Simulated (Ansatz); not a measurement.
Gas-phase electronic energies from Ansatz, PBE0-D4/def2-TZVP geometries. CCSD(T)/CBS is the MP2 limit (def2-TZVPP, def2-QZVPP) plus CCSD(T) − MP2 in def2-TZVPP, frozen cores. Functionals use def2-TZVPP. B3LYP here is the variant with VWN-RPA as its local correlation; programs differ in this. Elements past krypton have def2 core potentials. For Sn outer-core shells are correlated without core-valence functions, which leaves a few kJ/mol of doubt a bond. Each species was taken in one conformer, which may not be the lowest.

Reaction (ligand exchange at the Si–S bond): `C[SiH2]S[SiH](C)Cl` + `[NH2][SnH3]` → `C[SiH2][NH][SnH3]` + `C[SiH](S)Cl`

CCSD(T)/CBS gives +7.7 kJ/mol.

(1) Another level gave +17.4 kJ/mol. Which?
A. HF/def2-TZVPP
B. B3LYP-D4/def2-TZVPP
C. PBE0-D4/def2-TZVPP
D. CCSD(T)/def2-TZVPP

Largest T1 diagnostic among the species: 0.013.

Results:

(1) C. PBE0-D4 17.4, HF/def2-TZVPP -6.0, CCSD(T)/def2-TZVPP 5.5, B3LYP-D4 10.2 kJ/mol.

From PBE to PBE0 (25 % exact exchange), in def2-TZVPP and without D4, ΔE moves by −3.2 kJ/mol. The D4 term adds +5.6 kJ/mol with B3LYP and +3.4 kJ/mol with PBE0; it sums over pairs of atoms, weighted by their polarisabilities, and B3LYP, whose exchange is more repulsive, gets the larger term. In def2-TZVPP, CCSD(T) changes the Hartree–Fock value by +11.4 kJ/mol (the triples alone add +3.2 kJ/mol) and MP2 by +15.4 kJ/mol.
